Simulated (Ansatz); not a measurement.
Basis sets compared for (MoO3)3 (Mo3O9). Total charge 0; singlet. Geometry PBE-D4/def2-SVP. Ansatz on 2 threads of AMD EPYC 7R13 on a shared host and a share (18 GiB) of an NVIDIA H100 80GB HBM3; times are rough, and most runs start from earlier orbitals.

Cartesian coordinates in Å:
```
O 2.0359 -1.1525 2.3685
Mo 0.8471 -1.4192 1.1947
O 0.4960 -3.0741 1.1989
O 1.4132 -0.8293 -0.5200
Mo 0.8345 0.4417 -1.8076
O 2.0139 1.6213 -2.0898
O 0.4864 -0.2896 -3.2929
O -0.7214 1.1871 -1.0126
Mo -1.6841 0.9745 0.6111
O -3.2833 0.5003 0.3289
O -1.7334 2.4140 1.4983
O -0.7048 -0.3741 1.5225
```

In the def2 sets Mo takes a core potential; there is no spin–orbit coupling.

Binding counts from free atoms (O triplet, Mo septet) in the same basis, without a counterpoise term.

| level | functions | energy (Eh) | HOMO (eV) | LUMO (eV) | binding per atom (eV) | wall time |
| --- | --- | --- | --- | --- | --- | --- |
| PBE-D4/def2-SVP | 219 | -881.1291 | -8.40 | -4.98 | 5.88 | 7.5 s |
| PBE0-D4/def2-SVP | 219 | -880.8332 | -10.14 | -4.47 | 5.13 | 13 s |

**Question.** Estimate the rows for PBE-D4/def2-TZVP, PBE0-D4/def2-TZVP.

**Answer.** 
| level | functions | energy (Eh) | HOMO (eV) | LUMO (eV) | binding per atom (eV) | wall time |
| --- | --- | --- | --- | --- | --- | --- |
| PBE-D4/def2-TZVP | 399 | -882.0000 | -8.42 | -4.96 | 5.76 | 6 s |
| PBE0-D4/def2-TZVP | 399 | -881.7136 | -10.08 | -4.37 | 5.06 | 2.6 s |
